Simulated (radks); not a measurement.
Results of a calculation; reference values are marked as such.
Neutral iodine, configuration [Kr] 4d10 5s2 5p(up 2.625, down 2.375) (fractional occupations, a model configuration). Code: a radial shooting solver on a logarithmic mesh with Libxc functionals. Model: scalar-relativistic Kohn-Sham, PBE, spin-polarised, spherical densities, point nucleus.

Normalised radial functions P(r) = r R(r), r in bohr:

| r | 4p down | 5s down | 5p up |
|---|---|---|---|
| 0.001456 | 0.0024 | 0.0324 | 0.0007 |
| 0.001941 | 0.0040 | 0.0411 | 0.0012 |
| 0.002589 | 0.0066 | 0.0516 | 0.0020 |
| 0.003453 | 0.0110 | 0.0639 | 0.0033 |
| 0.004606 | 0.0182 | 0.0778 | 0.0055 |
| 0.006143 | 0.0298 | 0.0922 | 0.0090 |
| 0.008194 | 0.0485 | 0.1055 | 0.0146 |
| 0.01093 | 0.0778 | 0.1142 | 0.0235 |
| 0.01458 | 0.1219 | 0.1136 | 0.0368 |
| 0.01944 | 0.1851 | 0.0971 | 0.0558 |
| 0.02593 | 0.2688 | 0.0582 | 0.0810 |
| 0.03458 | 0.3659 | -0.0058 | 0.1102 |
| 0.04613 | 0.4532 | -0.0878 | 0.1364 |
| 0.06152 | 0.4838 | -0.1624 | 0.1451 |
| 0.08205 | 0.3915 | -0.1858 | 0.1164 |
| 0.1103 | 0.1147 | -0.1095 | 0.0317 |
| 0.1471 | -0.2960 | 0.0624 | -0.0924 |
| 0.1962 | -0.6581 | 0.2383 | -0.1984 |
| 0.2617 | -0.6778 | 0.2574 | -0.1940 |
| 0.3491 | -0.1810 | 0.0297 | -0.0290 |
| 0.4656 | 0.6274 | -0.3021 | 0.2147 |
| 0.621 | 1.2226 | -0.4121 | 0.3351 |
| 0.8283 | 1.2240 | -0.1088 | 0.1771 |
| 1.105 | 0.7812 | 0.4159 | -0.1959 |
| 1.473 | 0.3253 | 0.7796 | -0.5555 |
| 1.965 | 0.0850 | 0.7859 | -0.7123 |
| 2.621 | 0.0127 | 0.5306 | -0.6282 |
| 3.496 | 0.0009 | 0.2459 | -0.4093 |
| 4.663 | 0.0000 | 0.0760 | -0.1992 |
| 6.219 | 0.0000 | 0.0145 | -0.0700 |
| 8.295 | 0.0000 | 0.0015 | -0.0160 |

4p down: eigenvalue -127.56 eV, 2 radial nodes at r = 0.120, 0.374 bohr, <r> = 0.792 bohr, 90 % of the charge inside 1.16 bohr. 5s down: eigenvalue -17.329 eV, 4 radial nodes at r = 0.0338, 0.134, 0.358, 0.882 bohr, <r> = 1.97 bohr, 90 % of the charge inside 2.88 bohr. 5p up: eigenvalue -7.162 eV, 3 radial nodes at r = 0.119, 0.362, 0.960 bohr, <r> = 2.47 bohr, 90 % of the charge inside 3.73 bohr.
